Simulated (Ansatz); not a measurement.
`C#[C][Sn]([F])([F])[Cl]`, one more setting.

```yaml
crystal:
  periodic: [false, false, false]
  atoms:
    - {symbol: C, position_ang: [1.385187, -1.486845, 0.814788]}
    - {symbol: C, position_ang: [0.620564, -0.730617, 0.339785]}
    - {symbol: Sn, position_ang: [-0.628206, 0.696812, -0.386863]}
    - {symbol: F, position_ang: [-2.112675, -0.096456, -1.223881]}
    - {symbol: F, position_ang: [0.136774, 1.638310, -1.752278]}
    - {symbol: Cl, position_ang: [-1.408576, 2.175951, 1.138691]}
    - {symbol: H, position_ang: [2.108048, -2.297197, 1.083794]}
basis:
  gaussian: {orbitals: ANO-RCC-VTZP}
hamiltonian: {xc: {name: LC-wPBE}, pseudopotentials: {relativity: none}}
output: {forces: true}
```

```sh
$ ansatz run in.yaml --threads 4 --pin off --events-out ev --progress --plain --max-ram 10444MiB
```

Output, abridged:

```
Functional definition: LC-wPBE
1866 factors; their error is unknown
470 factors; integrals over basis functions are off by at most 5.2e-5 eV
mean field evaluation 1: about -179339.1405 eV, gradient 6.1e1 eV
mean field evaluation 2: about -179339.2367 eV, gradient 6.8e1 eV
mean field evaluation 4: about -179345.1061 eV, gradient 1.7e0 eV
mean field evaluation 8: about -179345.1189 eV, gradient 6.6e-2 eV
mean field evaluation 16: about -179345.0800 eV, gradient 7.4e-5 eV
mean field -179345.08000875 eV, -6590.8101258603 hartree, gradient 3.4e-5 eV, S^2 0.000000; 0 other end points of the search recorded, 0 dependent functions left out
reference -179345.08000877 eV, -6590.8101258609 hartree; 49, 49 occupied and 187, 187 virtual orbitals, 1866 factors
WARN: the results are in doubt because the basis set is contracted for relativity, which is off
Total energy: -179345.08000877 eV, -6590.8101258609 hartree
Atom 0 at     1.385187    -1.486845     0.814788 Å, force     2.905744    -3.478411     0.885559 eV/Å
Atom 1 at     0.620564    -0.730617     0.339785 Å, force    -5.378318     6.375204    -2.765777 eV/Å
Atom 2 at    -0.628206     0.696812    -0.386863 Å, force     1.909451    -4.340788     2.727081 eV/Å
Atom 3 at    -2.112675    -0.096456    -1.223881 Å, force     0.350502    -0.351172     0.217149 eV/Å
Atom 4 at     0.136774     1.638310    -1.752278 Å, force     1.158449     0.563758    -1.176863 eV/Å
Atom 5 at    -1.408576     2.175951     1.138691 Å, force     0.318799    -0.319266     0.307229 eV/Å
Atom 6 at     2.108048    -2.297197     1.083794 Å, force    -1.264628     1.550675    -0.194377 eV/Å
Dipole moment:     0.465250    -0.365329     0.403203 e Å
In doubt: the basis set is contracted for relativity, which is off
```

Run time 11 s (4 threads of an Arm Neoverse V2 on a shared host); peak host memory 0.86 GiB.
